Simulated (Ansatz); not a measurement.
Relaxation of Cl2H6W (9 atoms, charge 0, multiplicity 1), to a largest force component of 0.03 eV/Å in at most 50 steps.

The calculation used Ansatz 0.2.0, RKS PBE0-D4/def2-SVP.

```xyz
9
Properties=species:S:1:pos:R:3:forces:R:3
W 0.161 0.169 -0.531 0.20 0.21 0.25
Cl 0.367 0.390 3.039 0.52 0.52 -0.95
H 1.479 -0.575 0.183 0.00 0.00 0.01
H -0.598 1.481 0.180 0.00 0.00 0.01
H -1.373 -0.113 0.070 0.00 0.00 0.01
H -0.106 -1.367 0.072 0.00 0.00 0.01
Cl 0.242 0.246 -2.764 0.00 0.00 0.06
H 1.223 1.243 0.267 -0.19 -0.20 -0.16
H 1.047 1.069 2.112 -0.53 -0.53 0.77
```

Q: Where does it end, and by what steps?

A: It converged. The force dipped under the threshold on the way, but the program's further checks kept it going. After 9 steps the energy has fallen by 0.210 eV; Cl2 moved furthest, 0.67 Å. Joined: W1–Cl2 (3.58 → 2.90 Å).

| step | energy less start (eV) | largest force component (eV/Å) | accepted |
| --- | --- | --- | --- |
| 0 | 0.0000 | 0.950 | yes |
| 1 | -0.0563 | 0.687 | yes |
| 2 | -0.0853 | 0.805 | yes |
| 3 | -0.1330 | 0.320 | yes |
| 4 | -0.1692 | 0.403 | yes |
| 5 | -0.1912 | 0.592 | yes |
| 6 | -0.2065 | 0.090 | yes |
| 7 | -0.2093 | 0.020 | yes |
| 8 | -0.2093 | 0.056 | yes |
| 9 | -0.2095 | 0.002 | yes |

```xyz
9
Properties=species:S:1:pos:R:3
W 0.166 0.175 -0.482
Cl 0.187 0.203 2.418
H 1.555 -0.516 0.153
H -0.540 1.558 0.147
H -1.348 -0.056 0.198
H -0.050 -1.340 0.202
Cl 0.116 0.119 -2.720
H 1.268 1.290 0.120
H 1.086 1.110 2.594
```

Whether the end is a true minimum wasn't checked by a vibrational analysis.

Run time: 41 s on 2 threads of Intel(R) Xeon(R) Platinum 8259CL CPU @ 2.50GHz (Skylake/Cascade Lake) (shared host), peak memory 0.23 GiB.
